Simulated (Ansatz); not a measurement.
Zn3S3⁻. Charge -1, multiplicity 2. Geometry PBE0-D4/def2-SVP, that of the neutral singlet; atoms count from 1.

Cartesian coordinates in Å:
```
Zn -0.6116 0.5741 -1.4120
Zn -0.7072 -1.2849 0.7390
Zn 1.3187 0.7109 0.6730
S 1.0679 1.9404 -1.1160
S -1.9907 -1.0743 -1.0169
S 0.9229 -0.8662 2.1329
```

The highest occupied level of the charge -1 doublet lies above zero (up to 0.20 eV). By energy differences its removal costs 1.14 eV (vertical, to the charge 0 singlet, at PBE0-D4/def2-TZVPD); a positive level beside a positive removal energy at the same level points to self-interaction error. The structure comes from a short search, and lower isomers may exist.

(1) Estimate the Mulliken populations from the PBE0/def2-TZVPD orbitals of Ansatz.

(2) Where does the spin sit?

(3) And the Mayer bond orders between bonded heavy atoms (over 0.3)?

## Answers

(1) 
```json
{"atom": "Zn1", "charge (e)": "-0.13", "spin (α − β)": "0.44", "d electrons": "10.05"}
{"atom": "Zn2", "charge (e)": "-0.13", "spin (α − β)": "0.44", "d electrons": "10.05"}
{"atom": "Zn3", "charge (e)": "-0.13", "spin (α − β)": "0.44", "d electrons": "10.05"}
{"atom": "S4", "charge (e)": "-0.20", "spin (α − β)": "-0.10", "d electrons": "–"}
{"atom": "S5", "charge (e)": "-0.20", "spin (α − β)": "-0.10", "d electrons": "–"}
{"atom": "S6", "charge (e)": "-0.20", "spin (α − β)": "-0.10", "d electrons": "–"}
```
Mulliken values and Mayer orders depend strongly on the basis. With diffuse functions, as here, like atoms can get unlike values, and bond orders can come out too low or too high.

(2) Summed by element: Zn 1.31, S -0.31, of 1 unpaired in all. Largest on single atoms: Zn1 0.44, Zn2 0.44, Zn3 0.44.

(3) Zn1–Zn2 0.33 (2.84 Å); Zn1–Zn3 0.33 (2.84 Å); Zn1–S4 0.89 (2.19 Å); Zn1–S5 0.89 (2.19 Å); Zn2–Zn3 0.33 (2.84 Å); Zn2–S5 0.89 (2.19 Å); Zn2–S6 0.89 (2.19 Å); Zn3–S4 0.89 (2.19 Å); Zn3–S6 0.89 (2.19 Å).
